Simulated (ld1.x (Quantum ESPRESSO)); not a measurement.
## What the settings do to the PAW potential of B (Z = 5)

Base potential:

| Item | Value |
| --- | --- |
| Element | boron |
| Generator | ld1.x (Quantum ESPRESSO) 7.5 |
| Type | PAW |
| Functional | PBEsol |
| Relativity | scalar-relativistic |
| Frozen core | [He] |
| Valence charge | 3 |
| Reference configuration | 2s2 2p1 |
| Partial waves | 2s (bound): rcut 1.10, rcutus 1.30 bohr; 2s channel at -0.15 Ry: rcut 1.10, rcutus 1.30 bohr; 2p (bound): rcut 3.85, rcutus 4.15 bohr; 2p channel at 0.15 Ry: rcut 3.85, rcutus 4.15 bohr; 3d channel at -0.05 Ry: rcut 3.75, rcutus 4.40 bohr |
| Local potential | all-electron potential smoothed inside 2.30 bohr (lloc = -2) |
| Core correction | a·sin(br)/r model core inside 0.65 bohr |
| Augmentation charge | PSQ, inside the norm-conserving radii |

Cutoffs, loose and tight: the cutoffs (Ry, on a coarse ladder) from which the occupation-weighted sum of valence levels, in a spherical-Bessel basis at the reference potential, stays within 10 and 1 mRy of its value at 400 Ry. They do not see the model core or the augmentation charge, which bear on the density cutoff. Test errors are all-electron minus pseudo excitation energies from the reference, over the configurations 2s2 2p0; 2s1 2p0; 2s2 2p0.5; 2s2 2p1.3; 2s0 2p3; 2s1 2p1; 2s1 2p2. A dash means not determined; rows that change the core or the reference have their own tests. The largest error is taken over the tests solved by every variant that gives reliable tests at all: 2s1 2p0; 2s1 2p2; 2s2 2p0; 2s2 2p0.5.

Cutoffs are not given where the Bessel-basis levels miss the radial ones by over 6 mRy, ghosts where they miss by over 20 mRy; a channel whose overlap is not positive is not tested.

A file whose overlap is not positive is unfit for use, and its test errors describe a broken file.

```csv
change,outcome,"cutoff, loose","cutoff, tight",bound ghosts,largest test error (meV)
base,generated,15 Ry,21 Ry,none,+26
"wave 2s channel at -0.15 Ry: rcut 1.10, rcutus 1.30 bohr becomes 2s channel at -0.56 Ry: rcut 1.10, rcutus 1.30 bohr",generated,15 Ry,21 Ry,none,+32
"wave 3d channel at -0.05 Ry: rcut 3.75, rcutus 4.40 bohr becomes 3d channel at -0.05 Ry: rcut 2.64, rcutus 2.80 bohr",generated,15 Ry,21 Ry,none,+26
"reference 2s1 2p0; added wave 3d channel at 0.75 Ry: rcut 3.75, rcutus 4.40 bohr",generated,12 Ry,21 Ry,none,-5813 over the solved tests; test run stopped at test 4 of 7 (negative rho)
"waves 2p (bound): rcut 3.85, rcutus 4.82 bohr; 2p channel at 0.15 Ry: rcut 3.85, rcutus 4.82 bohr",generated,15 Ry,21 Ry,none,-19
local potential all-electron potential smoothed inside 2.52 bohr (lloc = -2),"generated, overlap not positive",–,–,not determined (overlap not positive),+29
core correction a·sin(br)/r model core inside 0.56 bohr,generated,15 Ry,21 Ry,none,+25
"functional PBE; added wave 3d channel at 0.45 Ry: rcut 3.75, rcutus 4.40 bohr",generated,15 Ry,21 Ry,none,+9.2
```
